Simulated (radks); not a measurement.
Results of a calculation; reference values are marked as such.
Li I, 3 electrons, occupied as [He] 2s1. Code: a radial shooting solver on a logarithmic mesh with Libxc functionals. Model: scalar-relativistic Kohn-Sham, r2SCAN, spin-polarised, spherical densities, finite nucleus; open shells are filled with parallel spins first; meta-GGA in the generalised Kohn-Sham scheme; Fermi nuclear charge, rms radius 2.444 fm.

Unscreened Slater integrals over Kohn-Sham orbitals (hartree). They are taken over the spin-up orbitals.

| integral | value |
|---|---|
| F0(2s,2s) | 0.23807 |
| F0(2s,1s) | 0.32906 |
| G0(2s,1s) | 0.016783 |
| F0(1s,1s) | 1.6454 |
